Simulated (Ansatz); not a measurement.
Isolated molecules relaxed with PBE0-D4/def2-TZVP in Ansatz; ΔE leaves out vibrations. CBS: MP2 limit from def2 TZ/QZ plus the TZ coupled-cluster correction, frozen cores. This one scheme is used for every species. Functionals use def2-TZVPP. B3LYP here is the variant with VWN-RPA as its local correlation; programs differ in this. Triplets are unrestricted, without spin–orbit coupling. Each species was taken in one conformer, which may not be the lowest.

Reaction (formal loss of a carbene): `C/C=N/C[SiH3]` → `C=NC[SiH3]` + `[CH2]` (triplet)

CCSD(T)/CBS gives +458.9 kJ/mol.

Question: Another level gave +461.1 kJ/mol. Which?
A. SCS-MP2/def2-TZVPP
B. HF/def2-TZVPP
C. B3LYP/def2-TZVPP
D. r2SCAN/def2-TZVPP

Answer: A. SCS-MP2/def2-TZVPP 461.1, B3LYP 444.4, r2SCAN 438.1, HF/def2-TZVPP 313.4 kJ/mol.

Largest T1 diagnostic among the species: 0.012.

From PBE to PBE0 (25 % exact exchange), in def2-TZVPP and without D4, ΔE moves by −7.7 kJ/mol. The D4 term adds +8.8 kJ/mol with B3LYP and +4.9 kJ/mol with PBE0; it sums over pairs of atoms, weighted by their polarisabilities, and B3LYP, whose exchange is more repulsive, gets the larger term. In def2-TZVPP, CCSD(T) changes the Hartree–Fock value by +134.1 kJ/mol (the triples alone add +11.2 kJ/mol) and MP2 by +148.5 kJ/mol.

CCSD(T)/CBS has its own doubt, a few kJ/mol and more with outer-core shells, so smaller differences from it don't rank the levels.
